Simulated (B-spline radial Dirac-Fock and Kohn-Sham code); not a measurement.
# What relativity does to the binding energies of Yb¹¹⁺

System: the Yb¹¹⁺ ion in the configuration [Kr] 4d10 4f11 5s2.

Both columns are ΔSCF binding energies of the configuration average from an atomic code on a B-spline grid: non-relativistic Hartree-Fock with a point nucleus, and Dirac-Fock with a finite nucleus and the Coulomb interaction alone, averaged over the two j levels with weights 2j+1.

```tsv
shell	Hartree-Fock (eV)	Dirac-Fock (eV)	shift (eV)	shift (%)
1s	57413.3	61842.5	+4429.26	+7.71
2s	9588.6	10751.9	+1163.26	+12.13
2p	9154.8	9537.2	+382.36	+4.18
3s	2348.1	2631.8	+283.67	+12.08
3p	2149.6	2254.9	+105.33	+4.90
3d	1784.3	1770.3	-14.00	-0.78
4s	640.5	710.5	+70.06	+10.94
4p	557.7	582.9	+25.28	+4.53
4d	409.3	407.0	-2.27	-0.56
4f	220.8	214.8	-5.99	-2.71
5s	222.8	238.1	+15.31	+6.87
```

Relativity binds 1s, 2s, 2p, 3s, 3p, 4s, 4p, 5s more strongly, among those listed most of all 2s in relative terms, and 3d, 4d, 4f more weakly, because the contracted s and p shells screen the nucleus better.

Values without a named source are computed, but for edge energies of neutral atoms, which are taken from tables.
